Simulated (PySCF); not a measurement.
## Steps of a relaxation of [Pb(OH)]+

[Pb(OH)]+ (singlet). PySCF 2.14.0, RKS r2SCAN, Pb def2-SVP with ECP60, O def2-SVP, H def2-SVP; non-relativistic Hamiltonian with scalar-relativistic core potentials where named; density fitting; no spin-orbit coupling. Origin of the start: template. Columns: position (Å) and force (eV/Å). Energies are counted from the last step; some of the 11 steps are shown. Forces carry noise of the integration grid, about 0.01 to 0.03 eV/Å.

Run from Python with OMP_NUM_THREADS=2. Where DIIS fails, smearing, a level shift and second-order steps follow.
It took 8.3 s on 2 threads of Arm Neoverse V1, with other jobs on the host, from the converged density of the start.

```xyz
3
step 0  E = 0.202 eV
Pb   -0.0016    0.0000   -0.1656     0.05    0.00    2.59
O    -0.0016    0.0000    1.9728    -0.22    0.00   -2.73
H     0.3484    0.0000    2.8728     0.17    0.00    0.14
```

```xyz
3
step 3  E = 0.002 eV
Pb    0.0025    0.0000   -0.0761    -0.01    0.00    0.00
O     0.0005    0.0000    1.9247     0.03    0.00   -0.04
H     0.3423    0.0000    2.8313    -0.02    0.00    0.04
```

```xyz
3
step 7  E = 0.000 eV
Pb   -0.0236    0.0000   -0.0839     0.01    0.00    0.00
O     0.0751    0.0000    1.9091     0.02    0.00    0.08
H     0.2938    0.0000    2.8547    -0.03    0.00   -0.08
```

Q: Where does the relaxation end?

A: It converges at step 10 in nearly C8v:
```xyz
3
step 10  E = 0
Pb   -0.0291    0.0000   -0.0841
O     0.0917    0.0000    1.9071
H     0.2827    0.0000    2.8570
```

Q: How did the contacts change?

A: 
```
    contact  start (Å)  end (Å)
Pb1–O2 (OH)      2.138    1.995
```


No frequency check is given that shows the relaxed geometry to be a minimum.
